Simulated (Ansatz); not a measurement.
Ideal-gas functions of F3GeH2N (`[NH2][Ge]([F])([F])[F]`) at 500 K and 1 bar, from an Ansatz frequency run at PBE0-D4/def2-TZVP.

Molar mass 145.63 g/mol, point group Cs (symmetry number 1), electronic degeneracy 1, moments of inertia 142.194, 147.32, 154.367 u Å². Harmonic wavenumbers (cm⁻¹, unscaled): 77, 186, 236, 248, 260, 278, 487, 715, 753, 769, 787, 913, 1574, 3581, 3680.

Use S(trans) = R[1.5 ln M + 2.5 ln T − 1.1517]; rotational temperatures θ = 24.2544 K / I; S(rot) = R[ln(√π/σ · √(T³/θAθBθC)) + 1.5]; for each mode x = 1.438777 ν̃/T, S = R[x/(eˣ − 1) − ln(1 − e⁻ˣ)] and H = RT x/(eˣ − 1); 1 cm⁻¹ = 0.0119627 kJ/mol; R = 8.31446 J/(mol·K).

Problem. By hand: the entropy, in J/(mol·K).

Solution. Translation 181.7. Rotation: θ = 0.1706, 0.1646, 0.1571 K, giving 117.3. Vibration, mode by mode: 20.86, 13.61, 11.69, 11.29, 10.92, 10.39, 6.16, 3.64, 3.34, 3.22, 3.09, 2.33, 0.50, 0.00, 0.00, in all 101.1. Electronic 0.0. Sum 400.1 J/(mol·K).

Problem. By hand: H − E and G − E in kJ/mol, counted from the electronic energy.

Solution. Zero-point energy ½ × 14544 × 0.0119627 = 87.0; thermal vibration 25.7; translation, rotation and pV give 4 RT = 16.6. H − E = 129.3 kJ/mol, and G − E = 129.3 − 500 × 400.1/1000 = -70.7 kJ/mol.

Vibration gives 25 % of the entropy, 20.9 J/(mol·K) of it from the mode under 150 cm⁻¹: soft modes count most, and the harmonic formula is weakest for them. The sum counts one conformer and one mirror image; others add a mixing term.
